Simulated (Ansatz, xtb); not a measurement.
# C6H2I2OS: which of two isomers lies lower

We compare X, `Ic1cc2scc(I)c2o1`, a singlet, with Y, `Ic1cc2occ(I)c2s1`, a singlet. Both are isolated molecules in the gas phase, relaxed with PBE0-D3(BJ)/def2-SVP.

Energies in hartree; the thermal terms are from GFN2-xTB frequencies at re-optimised GFN2-xTB minima (ideal gas, soft modes damped towards free rotors, one conformer each, 298.15 K, 1 atm) and include the zero-point energy:

```
                                X            Y
E, PBE0-D4/def2-TZVP  −1298.321068  −1298.321052
   zero-point energy      0.061479      0.061528
        H(298 K) − E      0.071624      0.071673
        G(298 K) − E      0.023171      0.023294
```

**Question.** Work out ΔE, ΔE₀, ΔH and ΔG for X → Y in kJ/mol (1 Eh = 2625.50 kJ/mol) and the equilibrium ratio [Y]/[X].

**Answer.** 1. ΔE = −1298.321052 − (−1298.321068) = +0.000016 Eh = +0.04 kJ/mol.
2. ΔE₀ = ΔE + ΔZPE = +0.000016 + (+0.000049) Eh = +0.17 kJ/mol.
3. ΔH = ΔE + (+0.000049) Eh = +0.17 kJ/mol.
4. ΔG = ΔE + (+0.000123) Eh = +0.36 kJ/mol, so ΔS = (ΔH − ΔG)/T = −0.7 J/(mol K).
5. kT = 0.9442 mEh, so K = [Y]/[X] = exp(−ΔG/kT) = exp(−0.15) ≈ 0.86.

The two are too close for this level to say which is favoured. An error of 4 kJ/mol in ΔG would change K by a factor of 5. Mirror images and further conformers aren't counted.

As drawn, both hold the same kinds of bond in the same numbers.

Other levels gave ΔE = +8.4 (GFN2-xTB); +4.1 (HF/STO-3G, GFN2-xTB geometries); −1.4 (r2SCAN-D4/def2-SVP, GFN2-xTB geometries); −2.3 (PBE0-D3(BJ)/def2-SVP) kJ/mol. Atoms past krypton carry core potentials in the def2 sets, without spin–orbit terms. Programs: Ansatz 0.2.0, xtb 6.7.1.
